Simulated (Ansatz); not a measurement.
Relaxation of Cl2FHOTi (6 atoms, charge 0, multiplicity 1), to a largest force component of 0.02 eV/Å in at most 40 steps.

Computed with Ansatz, RHF/def2-SVP.

```xyz
6
Properties=species:S:1:pos:R:3
Ti 0.000 0.000 0.000
F 0.000 0.000 1.830
O 1.811 0.000 -0.639
H 2.127 -0.952 -0.756
Cl -1.116 1.934 -0.789
Cl -1.116 -1.934 -0.789
```

Question: Where does it end, and by what steps?

Answer: The run converged. After 10 steps the energy has fallen by 1.441 eV; H4 moved furthest, 0.59 Å.

```
step  energy less start (eV)  largest force component (eV/Å)  accepted
   0                  0.0000                           3.599       yes
   1                 -1.2364                           1.444       yes
   2                 -1.3223                           0.376       yes
   3                 -1.3512                           0.302       yes
   4                 -1.3825                           0.504       yes
   5                 -1.3729                           1.842        no
   6                 -1.4107                           0.207       yes
   7                 -1.4265                           0.149       yes
   8                 -1.4387                           0.118       yes
   9                 -1.4409                           0.155       yes
  10                 -1.4414                           0.015       yes
```

```xyz
6
Properties=species:S:1:pos:R:3
Ti -0.050 -0.106 0.002
F -0.074 -0.027 1.721
O 1.559 -0.326 -0.531
H 2.423 -0.465 -0.890
Cl -0.861 1.776 -0.803
Cl -1.293 -1.804 -0.643
```

Whether the end is a true minimum wasn't checked by a vibrational analysis.

Time of the run: 21 s on 2 threads of Arm Neoverse V1 (shared host), peak memory 0.22 GiB.
